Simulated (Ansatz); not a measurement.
Total energies of CuTe2 (the lowest doublet isomer of a short search) from Ansatz at PBE0-D4/def2-TZVPD, gas phase (1 Eh = 27.2114 eV = 2625.5 kJ/mol). The reference geometry is relaxed at PBE-D4/def2-TZVP.

```xyz
3

Cu    1.333   -0.119    0.153
Te   -0.472    0.571   -1.374
Te   -0.861   -0.452    1.221
```

```tsv
state	geometry	energy (Eh)
charge 0 doublet	reference	-2176.42261
charge -1 singlet	reference	-2176.50007
charge -1 singlet	relaxed at PBE-D4/def2-TZVPD	-2176.50044
free Cu atom (doublet)	–	-1640.24421
free Te atom (triplet)	–	-267.99474
```

In the def2 sets Te takes a core potential; there is no spin–orbit coupling.

Other spin states of the ions weren't run at this level and may lie lower.

Q: Work out the vertical electron affinity, to the singlet.

A: E(charge 0 doublet) − E(charge -1 singlet) = -2176.42261 − (-2176.50007) = 0.07746 Eh = 2.11 eV.

Q: How much does the charge -1 singlet relax, and what is the adiabatic electron affinity?

A: Relaxation: -2176.50007 − (-2176.50044) = 0.00037 Eh = 0.01 eV. Adiabatic electron affinity: 0.07783 Eh = 2.12 eV, without zero-point energy. 

Q: What is the binding energy per atom against free atoms?

A: Atoms: 1 × (-1640.24421) + 2 × (-267.99474) = -2176.23369 Eh. Binding: -2176.23369 − (-2176.42261) = 0.18892 Eh = 5.14 eV, or 1.71 eV for each of 3 atoms (no zero-point energy, no counterpoise term).

The structure comes from a short search, and lower isomers may exist.
